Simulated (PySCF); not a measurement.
A structure optimised at PBE0-D3(BJ)/def2-TZVPD, used in a PySCF frequency run:

```
Sb
H 1 1.6765
H 1 1.6765 2 110.34
H 1 1.6765 2 110.34 3 -122.20
```
Charge +1, spin multiplicity 2.

Q: Write its SMILES, formula and point group.

A: [SbH3+], H3Sb, C3v

Q: What are its rotational constants (standard atomic weights)?

A: 108.44, 108.44, 66.181 GHz
